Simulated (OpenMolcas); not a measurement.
Ir5+ among 6 point charges of -1.7 e arranged as a trigonal antiprism (D3d), 1.98 Å from the ion, with a polar angle of 61.3° against the regular 54.74°.
```
   0.0000    1.7368    0.9507  -1.70
  -1.5041   -0.8684    0.9507  -1.70
   1.5041   -0.8684    0.9507  -1.70
   0.0000   -1.7368   -0.9507  -1.70
   1.5041    0.8684   -0.9507  -1.70
  -1.5041    0.8684   -0.9507  -1.70
```

```json
{
  "Program": "OpenMolcas",
  "Method": "SS-CASPT2, IPEA 0.25 Eh, imaginary shift 0.1 Eh (closed shells correlated: 5s 5p)",
  "Basis": "ANO-RCC-VDZP [7s6p4d2f]",
  "Scalar Hamiltonian": "DKH2, point nucleus",
  "Active space": "4 electrons in 5 orbitals (5d)",
  "State averaging": "2S+1 = 5 even, 5 roots; 2S+1 = 3 even, 45 roots; 2S+1 = 1 even, 50 roots",
  "Spin-orbit coupling": "RASSI with atomic mean-field integrals over the reference wave functions"
}
```

Question: What is the spin-free ground state (labels of D3, the rotations of D3d)?

Answer: 5E, 2-fold in its orbital part, 100 % from free-ion D terms; it has the highest spin that d4 allows.

Question: Where is the first state of the same spin?

Answer: 5E at 8530 cm-1 above the ground state.

Question: What are the lowest two levels with spin-orbit coupling?

Answer: A 1-fold level A1, then a 1-fold level A2 4030 cm-1 above it. Their leading multiplicities are 5 (61 %) and 5 (84 %).

Question: What is χT at 300 K?

Answer: 0.06 cm3 K/mol.

Roots that are degenerate in the reference are averaged as groups; the widest CASPT2 spread within a group is 94 cm-1 (the 2-fold group of multiplicity 1 near 61600 cm-1 above the lowest state of its run). Shifts and gaps below about the spread of the groups concerned are not significant. Spin-orbit coupling mixes the spin-free states strongly: the lowest level takes only 45 % from its leading state, 5E. This shell can be high or low spin here, a state of another spin lies low, and with metal d orbitals alone active their balance is uncertain, so the ground spin may be wrong. Point charges give a weaker field than real ligands, and real ions of this kind are as a rule low spin; the high spin found here belongs to the model. Free-ion shares, where given, are those of the reference states; single-state CASPT2 does not remix them. Point charges carry no covalency, so the field is a model and not that of real ligands. No measured value stands beside these numbers.
